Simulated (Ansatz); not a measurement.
Born–Oppenheimer molecular dynamics of C2H5AlF2S (11 atoms, charge 0, multiplicity 1). It starts from a relaxed structure.

Level of theory: RKS PBE0-D4/STO-3G in Ansatz.

```yaml
ensemble: NVT, Nosé–Hoover chain
time_step: 0.25 fs
steps_asked: 600
set_temperature: 700 K
thermostat: time constant 300 fs, chain length 3
seed: 930056
```

Frames 5 fs apart, positions in Å, forces in eV/Å.

Velocities at 45.0 fs (Å/ps):

```
C -5.27 1.64 -0.01
C -3.88 0.04 -1.67
F 5.00 -3.00 -2.11
F 4.56 -1.19 1.03
S -0.35 3.27 3.13
Al 0.17 -2.27 -1.23
H -13.66 6.62 13.02
H 6.10 3.06 -4.36
H -16.83 -11.21 0.14
H -2.53 10.56 -27.40
H -37.59 6.64 -7.64
```

```xyz
11
Properties=species:S:1:pos:R:3:forces:R:3 time_fs=45.0 energy_less_start_eV=0.514 T=262
C -0.274 -0.834 1.546 2.26 2.05 0.35
C -0.529 -0.438 0.050 1.38 -0.93 0.21
F -0.986 -1.616 -0.532 0.54 0.30 -0.43
F 0.951 -0.198 -0.394 -1.38 -1.27 -0.30
S -1.284 1.027 -0.631 -1.72 0.36 0.84
Al 0.551 1.041 -1.686 2.03 0.80 -0.30
H 0.665 -1.444 1.571 -0.81 0.22 -0.11
H -1.079 -1.401 1.937 -1.35 -0.77 0.67
H -0.060 0.069 2.182 -0.51 -0.79 -0.56
H 1.577 2.034 -1.161 -0.39 0.02 -0.62
H 0.607 0.453 -3.071 -0.05 0.01 0.26
11
Properties=species:S:1:pos:R:3:forces:R:3 time_fs=50.0 energy_less_start_eV=0.385 T=374
C -0.293 -0.815 1.546 -2.14 -0.96 0.63
C -0.534 -0.447 0.044 1.31 -0.42 0.22
F -0.958 -1.629 -0.545 0.45 0.36 -0.41
F 0.965 -0.211 -0.391 -1.47 -0.76 -0.56
S -1.292 1.044 -0.612 -0.89 -0.12 0.84
Al 0.559 1.033 -1.694 0.58 0.38 -0.38
H 0.592 -1.434 1.618 0.63 -0.36 -0.08
H -1.154 -1.435 1.956 0.95 0.91 -0.70
H -0.173 0.039 2.188 0.13 0.94 0.41
H 1.537 2.096 -1.353 0.21 0.27 -0.09
H 0.425 0.480 -3.079 0.23 -0.24 0.11
11
Properties=species:S:1:pos:R:3:forces:R:3 time_fs=55.0 energy_less_start_eV=0.333 T=419
C -0.332 -0.800 1.560 1.37 1.09 0.27
C -0.514 -0.463 0.043 0.36 0.48 0.10
F -0.924 -1.637 -0.564 0.38 0.25 -0.34
F 0.960 -0.234 -0.395 -0.96 -0.26 -0.68
S -1.306 1.060 -0.587 0.35 -0.69 0.70
Al 0.573 1.028 -1.705 -0.29 0.79 -0.24
H 0.577 -1.446 1.647 -0.52 0.63 0.17
H -1.164 -1.372 1.893 -1.33 -0.84 0.43
H -0.267 0.110 2.209 0.25 -0.68 -0.66
H 1.522 2.195 -1.577 -0.05 -0.38 0.19
H 0.294 0.452 -3.058 0.43 -0.39 0.06
11
Properties=species:S:1:pos:R:3:forces:R:3 time_fs=60.0 energy_less_start_eV=0.315 T=436
C -0.367 -0.778 1.577 -1.68 -0.71 -0.58
C -0.486 -0.470 0.043 -0.70 0.58 0.01
F -0.885 -1.642 -0.586 0.28 0.32 -0.12
F 0.944 -0.260 -0.408 -0.09 0.20 -0.64
S -1.317 1.072 -0.556 1.33 -0.95 0.35
Al 0.584 1.031 -1.718 -1.27 0.35 -0.32
H 0.524 -1.379 1.720 0.42 -0.43 0.34
H -1.290 -1.371 1.858 1.16 0.72 -0.07
H -0.308 0.134 2.155 0.01 0.50 0.40
H 1.507 2.221 -1.754 0.06 -0.35 0.43
H 0.264 0.336 -3.016 0.50 -0.24 0.21
11
Properties=species:S:1:pos:R:3:forces:R:3 time_fs=65.0 energy_less_start_eV=0.285 T=463
C -0.416 -0.760 1.586 1.89 1.11 -0.05
C -0.472 -0.468 0.043 -1.08 0.01 -0.05
F -0.843 -1.643 -0.611 -0.01 0.38 0.09
F 0.926 -0.284 -0.428 0.57 0.64 -0.31
S -1.319 1.076 -0.523 1.73 -0.83 -0.15
Al 0.584 1.036 -1.734 -1.84 -0.67 0.08
H 0.493 -1.356 1.847 -0.70 0.19 -0.29
H -1.304 -1.298 1.847 -0.96 -0.55 0.49
H -0.349 0.199 2.144 -0.25 -0.55 -0.24
H 1.514 2.179 -1.834 0.38 0.26 0.42
H 0.347 0.164 -2.932 0.28 0.00 0.00
11
Properties=species:S:1:pos:R:3:forces:R:3 time_fs=70.0 energy_less_start_eV=0.309 T=444
C -0.449 -0.731 1.592 -1.29 -0.15 0.30
C -0.477 -0.465 0.043 -0.46 -0.45 -0.01
F -0.800 -1.640 -0.634 -0.48 0.20 0.22
F 0.914 -0.299 -0.453 0.67 0.91 0.31
S -1.308 1.075 -0.492 1.50 -0.46 -0.66
Al 0.569 1.036 -1.749 -0.76 -0.60 0.25
H 0.385 -1.339 1.938 0.50 -0.26 -0.22
H -1.389 -1.262 1.897 0.69 0.45 -0.46
H -0.436 0.224 2.122 0.11 0.20 0.09
H 1.582 2.167 -1.814 -0.42 -0.33 0.32
H 0.494 -0.002 -2.844 -0.05 0.49 -0.14
11
Properties=species:S:1:pos:R:3:forces:R:3 time_fs=75.0 energy_less_start_eV=0.397 T=369
C -0.493 -0.702 1.602 0.58 0.12 0.01
C -0.491 -0.469 0.042 0.51 -0.18 0.11
F -0.764 -1.634 -0.655 -0.93 -0.25 0.22
F 0.911 -0.304 -0.473 0.40 0.91 0.92
S -1.286 1.069 -0.465 0.86 -0.04 -1.06
Al 0.547 1.029 -1.762 -0.47 -1.16 0.65
H 0.338 -1.344 1.961 -0.22 0.41 -0.31
H -1.421 -1.185 1.884 -0.61 -0.41 -0.04
H -0.497 0.275 2.114 0.37 -0.21 -0.12
H 1.577 2.106 -1.720 -0.12 0.27 0.13
H 0.631 -0.062 -2.795 -0.37 0.55 -0.50
11
Properties=species:S:1:pos:R:3:forces:R:3 time_fs=80.0 energy_less_start_eV=0.393 T=374
C -0.537 -0.673 1.610 -0.21 -0.28 -0.67
C -0.496 -0.477 0.044 0.82 0.30 0.11
F -0.740 -1.631 -0.673 -1.09 -0.50 0.28
F 0.913 -0.297 -0.482 0.32 0.62 1.03
S -1.258 1.064 -0.446 0.06 0.24 -1.21
Al 0.520 1.014 -1.770 0.14 -0.66 0.80
H 0.293 -1.305 1.935 0.06 -0.20 0.22
H -1.510 -1.154 1.844 0.48 0.18 0.08
H -0.484 0.316 2.096 0.01 -0.29 -0.08
H 1.534 2.095 -1.595 -0.13 0.27 -0.06
H 0.685 0.004 -2.860 -0.46 0.33 -0.51
11
Properties=species:S:1:pos:R:3:forces:R:3 time_fs=85.0 energy_less_start_eV=0.366 T=400
C -0.579 -0.651 1.604 1.16 -1.02 -0.60
C -0.485 -0.480 0.047 0.29 0.26 -0.16
F -0.729 -1.634 -0.687 -0.90 -0.22 0.50
F 0.919 -0.283 -0.478 0.55 0.17 0.77
S -1.230 1.060 -0.435 -0.77 0.34 -1.07
Al 0.495 0.993 -1.770 0.88 0.30 0.17
H 0.246 -1.298 1.950 -0.32 -0.09 0.14
H -1.549 -1.111 1.829 0.01 0.07 0.18
H -0.469 0.326 2.077 -0.21 0.15 0.09
H 1.456 2.135 -1.486 -0.31 -0.29 -0.31
H 0.632 0.154 -3.026 -0.39 0.32 0.28
11
Properties=species:S:1:pos:R:3:forces:R:3 time_fs=90.0 energy_less_start_eV=0.432 T=345
C -0.600 -0.646 1.587 1.06 -0.25 0.76
C -0.469 -0.479 0.048 -0.35 -0.17 -0.38
F -0.729 -1.639 -0.695 -0.53 0.24 0.66
F 0.933 -0.266 -0.465 0.74 -0.24 0.43
S -1.206 1.059 -0.433 -1.44 0.28 -0.71
Al 0.477 0.973 -1.769 0.39 0.63 -0.22
H 0.155 -1.330 2.007 -0.02 0.06 -0.09
H -1.584 -1.054 1.846 -0.22 0.01 -0.24
H -0.495 0.351 2.069 -0.02 -0.62 -0.31
H 1.329 2.136 -1.443 0.54 0.29 -0.21
H 0.491 0.368 -3.145 -0.13 -0.23 0.31
11
Properties=species:S:1:pos:R:3:forces:R:3 time_fs=95.0 energy_less_start_eV=0.559 T=237
C -0.606 -0.653 1.579 -0.45 -1.08 0.32
C -0.460 -0.480 0.041 -0.37 -0.33 -0.07
F -0.735 -1.642 -0.695 -0.24 0.41 0.57
F 0.955 -0.252 -0.446 0.49 -0.43 0.07
S -1.194 1.059 -0.436 -1.77 0.18 -0.31
Al 0.463 0.961 -1.770 0.83 1.73 -0.21
H 0.079 -1.367 2.050 0.23 -0.07 -0.13
H -1.643 -0.985 1.811 0.48 0.00 -0.43
H -0.515 0.322 2.036 0.40 0.55 0.33
H 1.302 2.172 -1.456 0.32 -0.34 -0.30
H 0.316 0.531 -3.193 0.09 -0.61 0.16
11
Properties=species:S:1:pos:R:3:forces:R:3 time_fs=100.0 energy_less_start_eV=0.560 T=237
C -0.613 -0.673 1.579 1.13 0.66 0.27
C -0.456 -0.487 0.033 0.25 0.09 0.35
F -0.746 -1.640 -0.688 -0.12 0.19 0.25
F 0.983 -0.243 -0.426 -0.25 -0.40 -0.24
S -1.194 1.062 -0.441 -1.59 0.06 -0.03
Al 0.456 0.962 -1.773 0.85 1.45 -0.53
H 0.043 -1.424 2.064 -0.25 0.20 -0.39
H -1.657 -0.937 1.706 -0.55 -0.31 0.35
H -0.459 0.337 2.041 -0.01 -1.01 -0.23
H 1.357 2.144 -1.535 0.24 -0.34 -0.18
H 0.162 0.556 -3.195 0.30 -0.60 0.37
```

Of the whole run (150 fs, mean temperature of the second half 340 K): The conserved energy stayed within 0.053 meV per atom of its start (net change 0.017 meV per atom), so the integration is sound. The mean temperature of the second half is 51 % below the set value. A run of 0.15 ps of so small a system gives no equilibrium averages. Limits of this set-up: minimal basis.

Run time: 12 min on 1 thread of AMD EPYC 9R45 96-Core Processor (Zen 5), with other jobs on the host, peak memory 0.14 GiB.
